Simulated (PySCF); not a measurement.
A PySCF script (with the pyscf-properties extension) for the NMR shieldings of SMILES O=C1[Si@@H](CC=C)[C@H](Cl)[SiH2]1, C₅H₉ClOSi₂, on a GFN2-xTB geometry:

```python
import basis_set_exchange as bse
import numpy as np
from pyscf import gto, dft
from pyscf.prop import nmr

atoms = """
C     2.065566    0.990704    1.075155
C     1.671900    0.643618   -0.137191
C     1.524218   -0.762721   -0.605791
Si   -0.324256   -1.237693   -0.719624
C    -1.354616    0.215226   -1.544791
O    -1.540483    0.533898   -2.689947
Si   -2.055080    0.915336    0.148242
C    -1.272528   -0.695955    0.875832
Cl   -2.552379   -1.890910    1.289951
H     2.335544    0.253268    1.813571
H     2.148591    2.020326    1.376596
H     1.409414    1.403110   -0.862537
H     1.976939   -0.873117   -1.590938
H     2.036330   -1.441248    0.076327
H    -0.526774   -2.613353   -1.163698
H    -3.501854    1.008627    0.277296
H    -1.363577    2.124706    0.584841
H    -0.685714   -0.587505    1.785050
"""
names = dict.fromkeys(["C", "Si", "O", "Cl", "H"], "pcSseg-1")
basis = {el: gto.basis.parse(bse.get_basis(n, elements=[el], fmt="nwchem")) for el, n in names.items()}
mol = gto.M(atom=atoms, basis=basis, charge=0, verbose=0)
mf = dft.RKS(mol, xc="PBE0")
mf.grids.level = 2
mf.grids.alignment = dft.numint.BLKSIZE   # the property module wants whole blocks of grid points
mf.conv_tol = 1e-9
mf.kernel()

calc = nmr.RKS(mf)   # GIAO
C = mf.mo_coeff
Co = C[:, mf.mo_occ > 0]
resp = mf.gen_response(singlet=True, hermi=2)
def vind(x):   # induced exchange potential for any number of trial vectors
    d = np.einsum("pi,xij,qj->xpq", C, 2 * x.reshape(-1, C.shape[1], Co.shape[1]), Co, optimize=True)
    return np.einsum("xpq,pi,qj->xij", resp(d - d.transpose(0, 2, 1)), C, Co, optimize=True).ravel()
mo1, _ = nmr.rhf.solve_mo1(calc, with_cphf=vind)
sigma = calc.kernel(mo1)
for i, s in enumerate(sigma):   # ppm
    w = np.linalg.eigvalsh((s + s.T) / 2)
    print("%2d %-2s iso %8.1f  s11 %8.1f  s22 %8.1f  s33 %8.1f" % (i, mol.atom_pure_symbol(i), w.mean(), *w))
```

Q: Give the expected output.

A: 
```
 0 C  iso     64.5  s11    -48.7  s22     84.4  s33    158.0
 1 C  iso     44.9  s11    -75.9  s22     46.4  s33    164.2
 2 C  iso    160.7  s11    145.6  s22    156.8  s33    179.6
 3 Si iso    344.1  s11    252.4  s22    297.1  s33    482.9
 4 C  iso   -131.5  s11   -327.5  s22   -117.9  s33     50.9
 5 O  iso   -939.9  s11  -2552.8  s22   -571.9  s33    305.0
 6 Si iso    372.0  s11    257.4  s22    345.3  s33    513.2
 7 C  iso    159.0  s11    137.0  s22    148.1  s33    191.9
 8 Cl iso    884.7  s11    684.5  s22    871.1  s33   1098.5
 9 H  iso     26.1  s11     22.2  s22     26.2  s33     30.1
10 H  iso     26.3  s11     23.0  s22     26.0  s33     30.0
11 H  iso     26.0  s11     23.5  s22     26.3  s33     28.2
12 H  iso     29.8  s11     26.2  s22     26.9  s33     36.4
13 H  iso     29.7  s11     27.2  s22     27.9  s33     33.9
14 H  iso     26.4  s11     23.3  s22     25.0  s33     31.0
15 H  iso     26.8  s11     23.0  s22     25.1  s33     32.4
16 H  iso     26.8  s11     23.6  s22     25.1  s33     31.7
17 H  iso     28.0  s11     22.1  s22     26.1  s33     35.6
```

These numbers come from an equivalent density-fitted implementation of the same equations, which agrees with the script to about 0.01 ppm for H and up to a few tenths of a ppm for heavy atoms, so last digits may differ.

Q: Turn these shieldings into chemical shifts. References, each an isolated molecule treated in the same way: 13C (186.93 ppm), 29Si (349.16 ppm), 1H (31.72 ppm) against TMS; H2O for 17O (336.08 ppm); HCl for 35Cl (949.78 ppm).

A: Averaging equivalent atoms: C 4: 318.4; C 1: 142.0; C 0: 122.4; C 7: 27.9; C 2: 26.2; Si 3: 5.0; Si 6: -22.8; O 5: 1276.0; Cl 8: 65; H 11: 5.71; H 9: 5.59; H 10: 5.37; H 14: 5.27; H 16: 4.93; H 15: 4.88; H 17: 3.76; H 13: 2.06; H 12: 1.91 ppm. Unscaled 17O shifts of doubly bonded oxygen tend to come out too high, by tens of ppm or more. Experimental scales use liquid or dissolved standards, which lie at an offset from isolated H2O (liquid H2O: subtract about 36 ppm).

Size and cost of the density-fitted run: 219 basis functions, 120 s wall time on 1 thread of an Intel Xeon, shared host; peak memory 1.1 GiB.
